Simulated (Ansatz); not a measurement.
Species: C4H11Si, charge 0, multiplicity 2. It need not be the lowest isomer of its formula. 
Coordinates optimised at B3LYP-D3(BJ)/def2-TZVP (Ansatz, an electronic-structure program):
```xyz
16

C     -0.6486     1.4244     0.5922
C     -0.3447     0.0159     0.2679
C      0.0417    -0.7907     1.5191
C     -1.5048    -0.6646    -0.4780
Si     1.1732     0.0932    -0.9026
H     -0.1325     1.9290     1.3980
H     -1.2659     2.0214    -0.0656
H     -0.8113    -0.8556     2.2004
H      0.8655    -0.3217     2.0606
H      0.3431    -1.8076     1.2598
H     -1.2404    -1.6785    -0.7851
H     -1.7915    -0.1051    -1.3705
H     -2.3818    -0.7276     0.1722
H      0.8311     0.8647    -2.1206
H      1.5867    -1.2776    -1.3094
H      2.3103     0.7441    -0.2104
```
Charge 0, spin multiplicity 2.

Parts of the frozen-core correlation energy in cc-pVTZ (Ansatz, hartree). Frozen orbitals: 9; correlated occupied orbitals by spin: 16 and 15; virtual: 283 and 284. UHF or UKS for open shells. Spin-orbit coupling is left out. Non-relativistic.

```json
[
 {"term": "reference (HF)", "value": "-446.82508"},
 {"term": "MP2 opposite-spin", "value": "-0.63998"},
 {"term": "MP2 same-spin", "value": "-0.17100"},
 {"term": "CCSD correlation", "value": "-0.87881"},
 {"term": "(T)", "value": "-0.03414"},
 {"term": "T1 diagnostic", "value": "0.012"},
 {"term": "largest doubles amplitude", "value": "0.011"},
 {"term": "<S^2> of the reference", "value": "0.765"}
]
```
